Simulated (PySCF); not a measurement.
## Spinor energies of P+ (phosphorus, charge +1)

Start: [Ne] 3s1 3p3; 3s1/2 filled at m_j = +1/2; 3p3/2 filled at m_j = -1/2, +1/2, +3/2. Calculated with PySCF 2.14 in x2c-TZVPall-2c (5s6p2d1f, 40 functions): generalised Hartree-Fock with the X2C-1e Hamiltonian and a Gaussian nucleus; one run each with spin-orbit coupling (SO) switched off, then screened by Boettger's factors. This is a chosen level, not necessarily the ground level.

```json
{"spinor shell": "1s1/2", "electrons": "2", "ε, spin-free (eV)": "-2193.6", "ε, screened SO (eV)": "-2193.6", "weight of nominal j (screened SO)": "1.000", "rms radius, screened SO (bohr)": "0.120"}
{"spinor shell": "2s1/2", "electrons": "2", "ε, spin-free (eV)": "-216.73", "ε, screened SO (eV)": "-216.73", "weight of nominal j (screened SO)": "1.000", "rms radius, screened SO (bohr)": "0.561"}
{"spinor shell": "2p1/2", "electrons": "2", "ε, spin-free (eV)": "-158.56", "ε, screened SO (eV)": "-159.76", "weight of nominal j (screened SO)": "0.722", "rms radius, screened SO (bohr)": "0.538"}
{"spinor shell": "3s1/2", "electrons": "1", "ε, spin-free (eV)": "-34.346", "ε, screened SO (eV)": "-34.346", "weight of nominal j (screened SO)": "1.000", "rms radius, screened SO (bohr)": "1.94"}
{"spinor shell": "3p3/2", "electrons": "3", "ε, spin-free (eV)": "-21.222", "ε, screened SO (eV)": "-21.222", "weight of nominal j (screened SO)": "0.664", "rms radius, screened SO (bohr)": "2.24"}
```

Task: Where does 2p3/2 lie, and what is the 2p spin-orbit splitting (screened SO)?

Result: At -157.97 eV, 1.788 eV above 2p1/2.

```
   quantity   spin-free  screened SO
E (hartree)  -341.01588   -341.01632
        M_J           2            2
       ⟨J²⟩       6.000        6.000
       ⟨L²⟩       0.000        0.000
       ⟨S²⟩       6.000        6.000
```

Each row is a mean over spinors that exchange with the open shell spreads, by up to 1.830 eV (2p3/2).

Rows whose weight is well below 1 are mixtures of j = l ± 1/2: exchange outweighs spin-orbit coupling there, and the label is only the starting occupation.

Without spin-orbit coupling the j labels of p, d and f shells carry no meaning; the spin-free column gives the mean over the occupied spinors of each nl shell.
